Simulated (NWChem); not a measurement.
Correlation energy of sulfur difluoride (F$_{2}$S)

```xyz
3

F      1.2275     0.0000    -0.4916
S      0.0000     0.0000     0.5530
F     -1.2275     0.0000    -0.4916
```
Charge 0, spin multiplicity 1.

All runs are NWChem calculations. The geometry was optimised at PBE0/def2-SVP, a minimum by its harmonic frequencies.

Basis set: cc-pVTZ. Each correlation energy counts from its own Hartree-Fock reference.

The correlated methods keep 7 core orbitals frozen. Coupled-cluster values serve here as a point of comparison, not as the truth.

Problem. For the correlation energy, RI-MP2 gives -675.6 mHa and SCS-MP2 gives -660.1 mHa. What do CR-CCSD[T], CR-CCSD(T), CCSD(T) give?

Solution. CR-CCSD[T]: -707.9 mHa; CR-CCSD(T): -706.7 mHa; CCSD(T): -712.0 mHa.
